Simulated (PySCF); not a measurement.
## Basis-set dependence of population analyses: `N[SiH2][SiH2]Cl`

ClH6NSi2.
Bonds: N1–Si2, Si2–Si3, Si3–Cl4. Hydrogens: H5, H6 on N1; H7, H8 on Si2; H9, H10 on Si3.

PBE0 throughout (PySCF), one geometry, spherical d and f functions. One conformer (not necessarily the lowest) at the PBE0-D3(BJ)/def2-SVP geometry, without solvent, vibrations or thermal averaging. Atoms taken as equivalent share a column and are averaged.

Mulliken charges (e):

| basis | functions | N1 | Si2 | Si3 | Cl4 | H5/H6 | H7/H8 | H9/H10 |
| --- | --- | --- | --- | --- | --- | --- | --- | --- |
| STO-3G | 38 | -0.588 | +0.559 | +0.474 | -0.368 | +0.175 | -0.121 | -0.092 |
| 6-31G | 60 | -1.012 | +0.639 | +0.389 | -0.340 | +0.346 | -0.114 | -0.071 |
| pcSseg-0 | 60 | -1.051 | +0.566 | +0.314 | -0.390 | +0.332 | -0.052 | 0.000 |
| 6-31G* | 80 | -0.930 | +0.450 | +0.290 | -0.302 | +0.363 | -0.079 | -0.039 |
| cc-pVDZ | 98 | -0.308 | +0.259 | +0.234 | -0.255 | +0.119 | -0.063 | -0.021 |
| def2-SVP | 98 | -0.416 | +0.340 | +0.335 | -0.290 | +0.143 | -0.080 | -0.048 |
| aug-cc-pVDZ | 158 | -0.274 | -0.074 | -0.216 | -0.453 | -0.029 | +0.270 | +0.269 |
| 6-311+G(2d,p) | 168 | -0.794 | +0.482 | +0.235 | -0.225 | +0.246 | -0.061 | -0.034 |
| def2-TZVP | 178 | -0.630 | +0.244 | +0.240 | -0.271 | +0.246 | -0.031 | -0.006 |
| cc-pVTZ | 216 | -0.354 | +0.207 | +0.240 | -0.253 | +0.150 | -0.052 | -0.018 |
| IGLO-III | 227 | -0.657 | +0.630 | +0.697 | -0.404 | +0.194 | -0.168 | -0.159 |

IAO charges (e):

| basis | functions | N1 | Si2 | Si3 | Cl4 | H5/H6 | H7/H8 | H9/H10 |
| --- | --- | --- | --- | --- | --- | --- | --- | --- |
| STO-3G | 38 | -0.695 | +0.607 | +0.458 | -0.323 | +0.198 | -0.123 | -0.099 |
| 6-31G | 60 | -0.805 | +0.497 | +0.365 | -0.306 | +0.271 | -0.092 | -0.055 |
| pcSseg-0 | 60 | -0.774 | +0.484 | +0.325 | -0.290 | +0.258 | -0.086 | -0.045 |
| 6-31G* | 80 | -0.825 | +0.599 | +0.473 | -0.331 | +0.267 | -0.129 | -0.096 |
| cc-pVDZ | 98 | -0.818 | +0.593 | +0.475 | -0.330 | +0.265 | -0.129 | -0.096 |
| def2-SVP | 98 | -0.810 | +0.602 | +0.480 | -0.321 | +0.261 | -0.134 | -0.102 |
| aug-cc-pVDZ | 158 | -0.850 | +0.597 | +0.480 | -0.335 | +0.275 | -0.127 | -0.095 |
| 6-311+G(2d,p) | 168 | -0.861 | +0.623 | +0.496 | -0.337 | +0.276 | -0.135 | -0.102 |
| def2-TZVP | 178 | -0.859 | +0.631 | +0.505 | -0.338 | +0.274 | -0.138 | -0.106 |
| cc-pVTZ | 216 | -0.853 | +0.620 | +0.495 | -0.337 | +0.274 | -0.134 | -0.102 |
| IGLO-III | 227 | -0.864 | +0.629 | +0.498 | -0.334 | +0.276 | -0.137 | -0.104 |

Hirshfeld charges (e):

| basis | functions | N1 | Si2 | Si3 | Cl4 | H5/H6 | H7/H8 | H9/H10 |
| --- | --- | --- | --- | --- | --- | --- | --- | --- |
| STO-3G | 38 | -0.318 | +0.367 | +0.382 | -0.305 | +0.093 | -0.088 | -0.068 |
| 6-31G | 60 | -0.317 | +0.270 | +0.246 | -0.169 | +0.116 | -0.075 | -0.056 |
| pcSseg-0 | 60 | -0.320 | +0.293 | +0.269 | -0.165 | +0.111 | -0.085 | -0.064 |
| 6-31G* | 80 | -0.303 | +0.252 | +0.245 | -0.154 | +0.120 | -0.079 | -0.061 |
| cc-pVDZ | 98 | -0.302 | +0.267 | +0.251 | -0.137 | +0.115 | -0.086 | -0.069 |
| def2-SVP | 98 | -0.307 | +0.273 | +0.254 | -0.128 | +0.115 | -0.088 | -0.073 |
| aug-cc-pVDZ | 158 | -0.322 | +0.274 | +0.251 | -0.130 | +0.112 | -0.081 | -0.068 |
| 6-311+G(2d,p) | 168 | -0.318 | +0.274 | +0.250 | -0.132 | +0.112 | -0.081 | -0.068 |
| def2-TZVP | 178 | -0.318 | +0.269 | +0.247 | -0.128 | +0.115 | -0.082 | -0.068 |
| cc-pVTZ | 216 | -0.317 | +0.271 | +0.248 | -0.132 | +0.115 | -0.083 | -0.068 |
| IGLO-III | 227 | -0.321 | +0.272 | +0.247 | -0.119 | +0.111 | -0.081 | -0.069 |

Some averages cover members that differ in this geometry, most widely: H5/H6, Mulliken in aug-cc-pVDZ -0.060 to +0.001; H7/H8, Mulliken in aug-cc-pVDZ +0.250 to +0.289; H7/H8, IAO in 6-31G -0.108 to -0.077; H7/H8, IAO in cc-pVDZ -0.144 to -0.114 e.

Q: Which scheme is steadiest as the basis changes?

A: Largest range over the bases for any column: IAO 0.18 e, Hirshfeld 0.19 e, Mulliken 0.91 e. IAO and Hirshfeld charges move least and Mulliken charges most, counted in e. Without the minimal STO-3G basis the ranges are IAO 0.18, Hirshfeld 0.05, Mulliken 0.91 e.

Q: How much do the charges still move between the two largest bases, cc-pVTZ and IGLO-III?

A: At most, over all atoms: Mulliken 0.456 e, IAO 0.010 e, Hirshfeld 0.012 e.

Q: What do the same runs give for the total energy, the frontier levels and the dipole moment?

A: 
| basis | energy (Eh) | HOMO (eV) | LUMO (eV) | μ (D) |
| --- | --- | --- | --- | --- |
| STO-3G | -1084.7222 | -3.86 | 4.36 | 2.61 |
| 6-31G | -1096.9822 | -7.14 | -0.69 | 2.21 |
| pcSseg-0 | -1095.7729 | -7.20 | -0.79 | 2.11 |
| 6-31G* | -1097.0823 | -7.28 | -0.60 | 1.73 |
| cc-pVDZ | -1097.1455 | -7.26 | -0.46 | 1.51 |
| def2-SVP | -1096.7754 | -7.30 | -0.39 | 1.42 |
| aug-cc-pVDZ | -1097.1606 | -7.47 | -0.91 | 1.43 |
| 6-311+G(2d,p) | -1097.2014 | -7.52 | -0.93 | 1.46 |
| def2-TZVP | -1097.2091 | -7.48 | -0.73 | 1.41 |
| cc-pVTZ | -1097.2183 | -7.44 | -0.66 | 1.42 |
| IGLO-III | -1097.2047 | -7.47 | -0.64 | 1.27 |

The dipole is fixed by the density alone, so its range of 1.34 D shows that the density itself changes with the basis, not only its division among atoms.
